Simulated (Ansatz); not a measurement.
Consider the ligand exchange at the Si–N bond: `CN(C)[SiH](N)F` + H–F → `N[SiH](F)F` + `CNC`.

Gas-phase electronic energies from Ansatz, PBE0-D4/def2-TZVP geometries. CCSD(T)/CBS adds triple-zeta CCSD(T) − MP2 to the extrapolated MP2 energy (def2 sets, frozen cores). This one scheme is used for every species. Functionals use def2-TZVPP. One conformer a species, not always the lowest.

```csv
level,ΔE (kcal/mol)
r2SCAN,-21.5
SCS-MP2/def2-TZVPP,-20.1
```

Q: What does CCSD(T)/CBS give? (Estimate.)

A: Computed: -19.1 kcal/mol. The listed levels differ from it by -2.4, -1.0 kcal/mol.

Largest T1 diagnostic among the species: 0.011.

The D4 term adds +3.6 kcal/mol with B3LYP and +2.1 kcal/mol with PBE0; it sums over pairs of atoms, weighted by their polarisabilities, and B3LYP, whose exchange is more repulsive, gets the larger term. In def2-TZVPP, CCSD(T) changes the Hartree–Fock value by +7.0 kcal/mol (the triples alone add +1.0 kcal/mol) and MP2 by +7.9 kcal/mol.

B3LYP here is the variant with VWN-RPA as its local correlation; programs differ in this.
